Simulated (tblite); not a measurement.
C3H12N2Si3.
SMILES with atom numbers: `[H]/[N:1]=[CH:2]\[C@H:3]1[CH2:4][SiH2:5][NH:6][SiH2:7][SiH2:8]1` (hydrogens: H9 on N1; H10 on C2; H11 on C3; H12, H13 on C4; H14, H15 on Si5; H16 on N6; H17, H18 on Si7; H19, H20 on Si8)

Geometry (GFN2-xTB, Å), atoms numbered from 1 in this order:
```xyz
20
C3H12N2Si3 angstrom
N      3.417    0.353   -0.869
C      2.515   -0.025   -0.078
C      1.049   -0.095   -0.307
C      0.414   -1.293    0.403
Si    -1.376   -1.666   -0.111
N     -2.361   -0.270    0.197
Si    -1.993    1.431    0.188
Si     0.301    1.569    0.319
H      3.080    0.621   -1.794
H      2.848   -0.313    0.916
H      0.864   -0.166   -1.386
H      0.473   -1.145    1.483
H      1.009   -2.185    0.187
H     -1.922   -2.760    0.697
H     -1.402   -2.020   -1.540
H     -3.347   -0.479    0.220
H     -2.575    2.040   -1.023
H     -2.725    2.008    1.325
H      0.896    2.631   -0.506
H      0.828    1.777    1.676
```

Calculated harmonic vibrations of the isolated species, GFN2-xTB (tblite), most abundant isotopes, no scaling. Against measured fundamentals such values can be off by several per cent, at times by over 20. Modes of hydrogen on silicon can be 10 to 20 % off. One conformer, not necessarily the lowest.

Harmonic wavenumbers (cm⁻¹): 40.7, 53.6, 75.4, 127.3, 183.5, 211.8, 243.7, 283.7, 345.9, 365.0, 425.2, 445.0, 452.2, 477.5, 524.2, 564.3, 574.4, 584.8, 615.8, 637.7, 647.8, 697.0, 723.7, 775.0, 786.8, 791.9, 806.9, 826.1, 845.8, 977.2, 1030.1, 1064.6, 1079.8, 1111.8, 1139.3, 1201.6, 1234.4, 1259.4, 1318.3, 1357.5, 1493.9, 1711.7, 2130.1, 2176.6, 2181.6, 2190.0, 2201.8, 2238.1, 2900.5, 2939.6, 2967.6, 2988.1, 3296.5, 3455.0.

A = 1750, B = 866.8, C = 618.8 MHz; mass 160.031 u (most abundant isotopes); point group C1, symmetry number 1.

Zero-point energy?

Half the sum of the wavenumbers: 30889 cm⁻¹ = 369.51 kJ/mol.

What is S at 400 K and 1 bar for an ideal gas of classical rigid rotors and harmonic oscillators?

Translation 178.26, rotation 130.09, vibration 204.34: S = 512.7 J/(mol K).

And Cp and H(400 K) − H(0)?

Cp = 244.06 J/(mol K), of which vibrations give 210.80 (their classical limit is 54 R = 449.0); H(400 K) − H(0) = 56.30 kJ/mol without the zero-point energy, 43.00 from vibrations.

What must be added to the electronic energy to get the Gibbs energy at 400 K and 1 bar?

ZPE + [H(400 K) − H(0)] − T·S = 369.51 + 56.30 − 205.08 = 220.73 kJ/mol.

How do the functions run with temperature in this model?

```
 T (K)  S (J/(mol K))  Cp (J/(mol K))  H − H(0) (kJ/mol)  G − H(0) (kJ/mol)  ln q(vib)
    50          257.0            58.7               2.23             -10.62       0.77
   100          305.2            83.5               5.78             -24.74       2.21
298.15          447.9           197.4              33.72             -99.82       8.35
373.15          496.1           232.9              49.90            -135.23      10.78
   500          571.2           279.9              82.57            -203.01      14.85
   750          697.4           341.9             160.93            -362.12      22.47
  1000          801.6           381.3             251.69            -549.89      29.38
```

q(vib) and H(0) count from the zero-point level.

Hindered rotation and anharmonicity are outside this model. Other conformers, if any are populated, would add a mixing term that is left out. The structure is chiral; the term R ln 2 for an equal mix with its mirror image is left out.
